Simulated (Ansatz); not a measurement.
Ansatz (a quantum-chemistry and plane-wave program) input:

Ansatz 0.2 input:
```yaml
crystal:
  periodic: [false, false, false]
  atoms:
    - {symbol: B, position_ang: [-0.92994411, 0.36245407, -0.52356380]}
    - {symbol: F, position_ang: [-2.19740190, 0.25216418, -0.29244463]}
    - {symbol: B, position_ang: [0.54962741, -0.07742270, 0.09558151]}
    - {symbol: F, position_ang: [1.17597794, -1.16277611, -0.34738303]}
    - {symbol: F, position_ang: [1.23271102, 0.75226117, 0.87759560]}
basis:
  gaussian:
    orbitals: aug-cc-pVDZ
magnetization: {spin_polarized: true, initial_magnetization: 1}
correlation: {method: ccsd_t, electrons: outside_noble_gas}
output: {forces: true}
```

### Question
Predict the final energy.

### Answer
-348.59514 Eh (CCSD(T)/aug-cc-pVDZ). The basis has 115 functions.

It need not be the lowest isomer of its formula.
